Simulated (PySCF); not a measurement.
C₃H₅BN₂, SMILES NB1C=CN=C1. Atoms are numbered in the order given.

```xyz
11

N     -0.0098    -2.1637     0.0000
B     -0.0379    -0.7691     0.0000
C     -1.2513     0.2295     0.0000
C     -0.6582     1.4513     0.0000
N      0.7991     1.4727     0.0000
C      1.2167     0.2439     0.0000
H      0.8567    -2.7041     0.0000
H     -0.8512    -2.7428     0.0000
H     -2.3407     0.0857     0.0000
H     -1.1539     2.4367     0.0000
H      2.3096     0.0590     0.0000
```

Geometry optimised at PBE-D3(BJ)/def2-SVP. The structure was generated by enumeration, and PubChem lists no compound with its InChIKey, so it may never have been made. Other conformers were not sampled.

Method: CAM-B3LYP/def2-TZVP in PySCF.

Isolated molecule, no solvent.

Problem. Estimate the frontier levels, gap, dipole moment and polarisability. (Estimate from the structure and the level; the computed values follow.)

Solution. 
```json
{
 "highest_occupied_level": "-8.09 eV",
 "lowest_empty_level": "-1.11 eV",
 "orbital_gap": "6.98 eV",
 "dipole_moment": "3.82 D",
 "quadrupole, principal values (traceless, Buckingham form, about the centre of nuclear charge)": "-6.51, -2.81, 9.32 D·Å",
 "mean_static_polarisability": "59.9 bohr³ (8.88 Å³)",
 "polarisability_principal_values": "38.0, 62.8, 79.0 bohr³"
}
```
